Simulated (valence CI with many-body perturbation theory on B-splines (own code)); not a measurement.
Results of a calculation; reference values are marked as such.
Ru¹¹⁺: configurations and terms from energies and g

Level of theory: configuration interaction combined with many-body perturbation theory (CI+MBPT): five valence electrons over a frozen Dirac-Fock core [Ar] 3d10, radial functions for each j: 11 s, 11 p, 10 d, 8 f, 5 g, 2 h, with the one-electron correlation potential Σ1 (screened to all orders), the two-electron term Σ2, the three-electron term Σ3, Breit, model QED; selected single and double excitations, second order for the rest, scaled by the run's own slope (own B-spline code, finite nucleus).

No measured levels were compared; by estimate levels hold to about 250 cm⁻¹ or 0.2 % of their energy and the worst to 1 %, as in measured heavy ions of charge 2 to 7; those with d or f electrons hold less well. Among the levels kept, up to 2600 cm⁻¹ of a level comes from second order outside the variational space, and about a tenth of that is noise between levels of different J, which matters for small intervals.

```
No.    J  Parity  E (cm⁻¹)      g
  1  3/2     odd         0  1.804
  3  5/2     odd     44083  1.200
  4  1/2     odd     66243  0.665
  6  5/2    even    263600  1.575
  7  3/2    even    284490  1.689
  8  1/2    even    289770  2.604
  9  3/2    even    324600  0.888
 10  5/2    even    332370  1.224
 14  3/2    even    410310  0.532
 17  7/2    even    434430  1.254
 18  1/2    even    438700  0.060
 19  3/2    even    440420  1.102
 21  9/2    even    446640  1.294
```

Energies count from the lowest level. Strongly mixed levels and levels close to another of their J and parity are left out, so the numbers can have gaps.

Problem. Give configuration and LS term of each level.

Solution. 1: 4s²4p³ ⁴S°; 3: 4s²4p³ ²D°; 4: 4s²4p³ ²P°; 6: 4s4p⁴ ⁴P; 7: 4s4p⁴ ⁴P; 8: 4s4p⁴ ⁴P; 9: 4s4p⁴ ²D; 10: 4s4p⁴ ²D; 14: 4s²4p²4d ⁴F; 17: 4s²4p²4d ⁴F; 18: 4s²4p²4d ⁴D; 19: 4s²4p²4d ⁴D; 21: 4s²4p²4d ⁴F.
